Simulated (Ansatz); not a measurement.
`F[SiH](F)F` + `[OH]`• → `F[Si](F)F`• + H₂O at 400 K and 1 bar (hydrogen abstraction from the Si–H bond).

Calculated with Ansatz (gas phase, PBE0-D4/def2-TZVP geometries, no zero-point term in ΔE). CBS: MP2 limit from def2 TZ/QZ plus the TZ coupled-cluster correction, frozen cores. This one scheme is used for every species. No spin–orbit coupling; open shells (•) take unrestricted orbitals.

| species | CCSD(T)/CBS energy (Eh) | H − E (kJ/mol) | S (J/(mol·K)) |
| --- | --- | --- | --- |
| `F[SiH](F)F` | -589.26725 | 67.9 | 298.2 |
| `[OH]`• | -75.67771 | 34.1 | 192.6 |
| `F[Si](F)F`• | -588.59772 | 42.2 | 301.4 |
| H₂O | -76.37941 | 69.8 | 198.6 |

H − E and S are ideal-gas, rigid-rotor, harmonic terms from PBE0-D4/def2-TZVP, with the whole ground term of open shells counted as degenerate. 1 Eh = 2625.50 kJ/mol, R = 8.31446 J/(mol·K).

Question: By hand: ΔE, ΔH, ΔS and ΔG.

Answer: ΔE = (-588.59772) + (-76.37941) − (-589.26725) − (-75.67771) = -0.03217 Eh = -84.5 kJ/mol. Δ(H − E) = 42.2 + 69.8 − 67.9 − 34.1 = 10.0, so ΔH = -74.5 kJ/mol. ΔS = 301.4 + 198.6 − 298.2 − 192.6 = 9.2 J/(mol·K). ΔG = -74.5 − 400 × (9.2)/1000 = -78.2 kJ/mol.

Question: By hand: the equilibrium constant, and the temperature at which ΔG would vanish if ΔH and ΔS stayed fixed.

Answer: log₁₀ K = −ΔG/(RT ln 10) = 10.2. ΔH and −TΔS have one sign here, so there is no such temperature.

The number of gas molecules stays the same, so ΔS is small and ΔH decides. A doubt of 5 kJ/mol in ΔE shifts log₁₀ K by 0.7 here. These are equilibria of isolated gas molecules and say nothing of rates. Largest T1 diagnostic: 0.014 (customary marks: 0.02 for closed shells, 0.045 for open ones).
